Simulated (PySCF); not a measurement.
C3H4O2Si, SMILES O=C1C=C[SiH2]O1. Geometry: PBE0-D3(BJ)/def2-SVP. The structure was generated by enumeration, and PubChem lists no compound with its InChIKey, so it may never have been made.

These are PBE0-D3(BJ)/def2-SVP (PySCF 2.14.0) values and carry that method's errors.

Harmonic wavenumbers (cm⁻¹): 153, 267, 468, 512, 566, 611, 672, 710, 739, 791, 849, 882, 963, 975, 1016, 1064, 1239, 1321, 1648, 1916, 2272, 2274, 3217, 3240. Rotational constants (GHz): 6.267, 2.768, 1.965; symmetry number 1.

Question: Work out the zero-point energy and the ideal-gas rigid-rotor harmonic-oscillator thermochemistry at 298.15 K and 1 atm.

Answer: ZPE = ½ Σ hcν = ½ × 28366 cm⁻¹ = 169.66 kJ/mol. H − E(el) = 186.43 kJ/mol. Entropy in J/(mol K): translation 166.20, rotation 111.49, vibration 35.32, total 313.01. G − E(el) = 93.10 kJ/mol. Cp = 93.46 J/(mol K).
